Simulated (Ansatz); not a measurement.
`[OH][GaH2]` + `C=C[CH2][GaH2]` → `[GaH2][GaH2]` + `C=CCO`  (formal exchange of groups at a Ga–O bond)

Isolated molecules relaxed with PBE0-D4/def2-TZVP in Ansatz; ΔE leaves out vibrations. CCSD(T)/CBS adds triple-zeta CCSD(T) − MP2 to the extrapolated MP2 energy (def2 sets, frozen cores). Functionals use def2-TZVPP. For Ga outer-core shells are correlated without core-valence functions, which leaves a few kJ/mol of doubt a bond. Scalar relativity is left out up to krypton. Each species was taken in one conformer, which may not be the lowest.

```csv
level,ΔE (eV)
ωB97M-V,1.17
B2PLYP,1.19
```

Question: What does CCSD(T)/CBS give? (Best estimate.)

Answer: Computed: +1.27 eV. The listed levels differ from it by -0.10, -0.08 eV.

Largest T1 diagnostic among the species: 0.015.

From r2SCAN to r2SCAN0 (25 % exact exchange), in def2-TZVPP and without D4, ΔE moves by −0.06 eV. Leaving LDA and LC-ωPBE aside and taking each functional with its dispersion term where it has one, the values, not all of them listed here, spread over 0.25 eV, from BHLYP-D4 to r2SCAN-D4. LDA lies +0.18 eV from PBE without D4. In def2-TZVPP, CCSD(T) changes the Hartree–Fock value by +0.42 eV (the triples alone add +0.08 eV) and MP2 by +0.65 eV.
